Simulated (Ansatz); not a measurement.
Ansatz (a program for electronic structure) input:

Ansatz 0.2 input:
```yaml
crystal:
  periodic: [false, false, false]
  atoms:
    - {symbol: Si, position_ang: [0.01245252, -0.02118651, 0.61576979]}
    - {symbol: Br, position_ang: [2.07071409, -0.28406695, -0.15372974]}
    - {symbol: Br, position_ang: [-0.78805809, 1.94184820, -0.01933163]}
    - {symbol: Br, position_ang: [-1.28883918, -1.64726129, -0.13269334]}
    - {symbol: H, position_ang: [0.04207609, -0.07158755, 2.08063779]}
basis:
  gaussian:
    orbitals: def2-TZVPD
hamiltonian:
  xc: {name: wB97X-V}
output: {forces: true}
```

### Question
Predict the final energy.

### Answer
-8011.96439 Eh (wB97X-V/def2-TZVPD). The basis has 223 functions.
